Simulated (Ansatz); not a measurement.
Abridged output of a molecular run in Ansatz:

```
Functional definition: HF
1031 factors; integrals over basis functions are off by at most 1.1e-3 eV
mean field evaluation 1: about -14969.3495 eV, gradient 1.6e1 eV
mean field evaluation 2: about -14969.4395 eV, gradient 1.6e1 eV
mean field evaluation 4: about -14971.3126 eV, gradient 1.8e0 eV
mean field evaluation 8: about -14971.3740 eV, gradient 2.3e-1 eV
mean field evaluation 16: about -14971.3760 eV, gradient 2.2e-6 eV
mean field -14971.37604584 eV, -550.1879217215 hartree, gradient 2.4e-6 eV, S^2 0.755968; 0 other end points of the search recorded, 0 dependent functions left out
9 core orbitals not correlated: weight in the atoms' cores, before any rotation towards them, 1.000 or more for the frozen orbitals, at most 0.000 for the correlated occupied ones
reference -14971.37604584 eV, -550.1879217215 hartree; 20, 19 occupied and 57, 58 virtual orbitals, 1031 factors
second order -9.79220773 eV of doubles, -0.00000000 eV of singles
cycle   1  -10.43957943 eV  change   -6.5e-1 eV  update   7.7e-2
cycle   2  -10.73708224 eV  change   -3.0e-1 eV  update   2.6e-2
cycle   3  -10.78682122 eV  change   -5.0e-2 eV  update   1.2e-2
cycle   4  -10.78412537 eV  change    2.7e-3 eV  update   4.4e-3
cycle   5  -10.78356017 eV  change    5.7e-4 eV  update   2.4e-3
cycle   6  -10.78369248 eV  change   -1.3e-4 eV  update   1.1e-3
cycle   7  -10.78381752 eV  change   -1.3e-4 eV  update   4.1e-4
cycle   8  -10.78387960 eV  change   -6.2e-5 eV  update   1.2e-4
cycle   9  -10.78387000 eV  change    9.6e-6 eV  update   4.9e-5
cycle  10  -10.78386718 eV  change    2.8e-6 eV  update   1.8e-5
perturbative correction -0.30145258 eV, -0.0110781779 hartree
Total energy: -14982.46136559 eV, -550.5952997085 hartree
Checks for a lower state left out: cluster_reference
```

Its atoms:

Z-matrix (Å, degrees):
```
C
Sn 1 2.157
H 1 1.088 2 109.5
H 1 1.090 2 109.6 3 120.9
H 1 1.091 2 107.7 3 -119.5
I 2 2.707 1 106.0 3 60.3
H 2 1.731 1 110.6 3 173.9
```

(1) Which basis set was used?
A. cc-pV(T+d)Z
B. def2-TZVPPD
C. def2-SVP
D. def2-TZVPP

(2) Write the keys of the input that set method, charge and spin (a neutral closed shell needs none for the last two).

Answers

(1) C. It gives 86 functions.

(2) 
```yaml
magnetization: {spin_polarized: true, initial_magnetization: 1}
correlation: {method: ccsd_t}
scf: {omitted_lower_state_checks: [cluster_reference]}
```
